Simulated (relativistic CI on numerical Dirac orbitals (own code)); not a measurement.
# Nb+: L-alpha,beta X-ray emission

Computed with this model: Dirac-Coulomb-Breit CI, orbitals from a KLI potential per configuration, QED by a radiative potential, valence Slater integrals scaled by 0.9, multiplet model of X-ray emission after core ionisation; configurations [Kr] 4d4 → [He] 2s2 2p5 3s2 3p6 3d10 4s2 4p6 4d4 → [Ar] 3d9 4s2 4p6 4d4; 300 K; Lorentzian 2 eV and Gaussian 0.6 eV FWHM. Energies are those of the free ion, without screening or charge transfer. S is read from ⟨S²⟩ = S(S + 1).

Computed curve for free ion, scaled to 100 at the maximum (points under 2 are left out and the grid is thinned):

| Energy (eV) | Intensity |
| --- | --- |
| 2157.2 | 2.1 |
| 2158.0 | 2.7 |
| 2158.8 | 3.3 |
| 2159.6 | 3.8 |
| 2160.4 | 4.1 |
| 2161.2 | 4.8 |
| 2162.0 | 6.5 |
| 2162.8 | 9.7 |
| 2163.6 | 15.4 |
| 2164.4 | 23.2 |
| 2165.2 | 33.0 |
| 2166.0 | 54.3 |
| 2166.8 | 91.6 |
| 2167.6 | 90.4 |
| 2168.4 | 48.7 |
| 2169.2 | 23.9 |
| 2170.0 | 13.4 |
| 2170.8 | 8.4 |
| 2171.6 | 5.8 |
| 2172.4 | 4.2 |
| 2173.4 | 3.0 |
| 2174.2 | 2.4 |
| 2251.0 | 2.1 |
| 2251.8 | 3.4 |
| 2252.6 | 4.5 |
| 2253.4 | 5.1 |
| 2254.2 | 5.6 |
| 2255.0 | 5.9 |
| 2255.8 | 7.5 |
| 2256.6 | 11.7 |
| 2257.4 | 20.6 |
| 2258.2 | 36.2 |
| 2259.0 | 47.1 |
| 2259.8 | 35.6 |
| 2260.6 | 19.2 |
| 2261.4 | 10.6 |
| 2262.2 | 6.5 |
| 2263.0 | 4.1 |
| 2263.8 | 2.8 |
| 2264.6 | 2.0 |

The ground state has S = 2.00, and the centroid lies at 2198.02 eV.
